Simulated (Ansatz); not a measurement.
C3H9GaO2 (SMILES CC[CH2][Ga]([OH])[OH]), singlet, geometry from GFN2-xTB (such geometries of metal compounds can be far from the true shape), with bond 11-7 at 2.4 times its length; CASSCF(2,2)/STO-3G (Ansatz, a program for electronic structure).

Here is a job for Ansatz.
Ansatz 0.2 input:
```yaml
crystal:
  periodic: [false, false, false]
  atoms:
    - {symbol: Ga, position_ang: [0.16430654, 0.02264364, 0.82539477]}
    - {symbol: O, position_ang: [-0.14976693, -0.85840340, 2.30218644]}
    - {symbol: H, position_ang: [0.10260481, -0.72584467, 3.21254899]}
    - {symbol: O, position_ang: [1.13584100, 1.48021047, 0.84413899]}
    - {symbol: H, position_ang: [1.56323340, 1.92338415, 1.57341705]}
    - {symbol: C, position_ang: [-0.61768893, -0.67160050, -0.91694251]}
    - {symbol: C, position_ang: [-0.22905458, 0.21353405, -2.09355842]}
    - {symbol: C, position_ang: [-0.82672969, -0.31200392, -3.39575327]}
    - {symbol: H, position_ang: [-1.70215124, -0.71720633, -0.79322071]}
    - {symbol: H, position_ang: [-0.25950791, -1.69487323, -1.05119768]}
    - {symbol: H, position_ang: [-1.06715968, 2.66332308, -1.66955673]}
    - {symbol: H, position_ang: [0.85997810, 0.25234714, -2.18061016]}
    - {symbol: H, position_ang: [-0.47253944, -1.32029867, -3.60042394]}
    - {symbol: H, position_ang: [-0.54163902, 0.32805606, -4.22735861]}
    - {symbol: H, position_ang: [-1.91296954, -0.33583086, -3.33657983]}
basis:
  gaussian:
    orbitals: STO-3G
hamiltonian:
  xc: hf
magnetization: {spin_polarized: false}
correlation: {active_space: {window: {electrons: 2, orbitals: 2}}}
```

What the program printed (banner, timings and long lists left out):

```
Functional definition: HF
664 factors; integrals over basis functions are off by at most 7.4e-5 eV
mean field evaluation 1: about -58923.5765 eV, gradient 3.8e1 eV
mean field evaluation 2: about -58923.7956 eV, gradient 3.8e1 eV
mean field evaluation 4: about -58931.2995 eV, gradient 8.7e0 eV
mean field evaluation 8: about -58931.6599 eV, gradient 2.8e-1 eV
mean field -58931.66110355 eV, -2165.6986002409 hartree, gradient 2.2e-6 eV, S^2 0.000000; 0 other end points of the search recorded, 0 dependent functions left out
reference -58931.66110355 eV, -2165.6986002409 hartree; 37, 37 occupied and 15, 15 virtual orbitals, 664 factors
state -58936.53844434 eV, -2165.8778392090 hartree
Total energy: -58936.53844434 eV, -2165.8778392090 hartree
```
